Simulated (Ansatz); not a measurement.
Ideal-gas functions of H3ISi, SMILES `[SiH3]I` at 298.15 K and 1 bar, from an Ansatz frequency run at PBE0-D4/def2-TZVP.

Molar mass 158.01 g/mol, point group C3v (symmetry number 3), electronic degeneracy 1, moments of inertia 5.968, 157.798, 157.798 u Å². Harmonic wavenumbers (cm⁻¹, unscaled): 364, 586, 586, 900, 940, 940, 2243, 2261, 2261.

Use S(trans) = R[1.5 ln M + 2.5 ln T − 1.1517]; rotational temperatures θ = 24.2544 K / I; S(rot) = R[ln(√π/σ · √(T³/θAθBθC)) + 1.5]; for each mode x = 1.438777 ν̃/T, S = R[x/(eˣ − 1) − ln(1 − e⁻ˣ)] and H = RT x/(eˣ − 1); 1 cm⁻¹ = 0.0119627 kJ/mol; R = 8.31446 J/(mol·K).

Q: By hand: the entropy, in J/(mol·K).

A: Translation 172.0. Rotation: θ = 4.0641, 0.1537, 0.1537 K, giving 88.9. Vibration, mode by mode: 4.62, 1.98, 1.98, 0.58, 0.50, 0.50, 0.00, 0.00, 0.00, in all 10.2. Electronic 0.0. Sum 271.1 J/(mol·K).

Q: By hand: H − E and G − E in kJ/mol, counted from the electronic energy.

A: Zero-point energy ½ × 11081 × 0.0119627 = 66.3; thermal vibration 2.2; translation, rotation and pV give 4 RT = 9.9. H − E = 78.4 kJ/mol, and G − E = 78.4 − 298.15 × 271.1/1000 = -2.4 kJ/mol.

Vibration gives 4 % of the entropy.
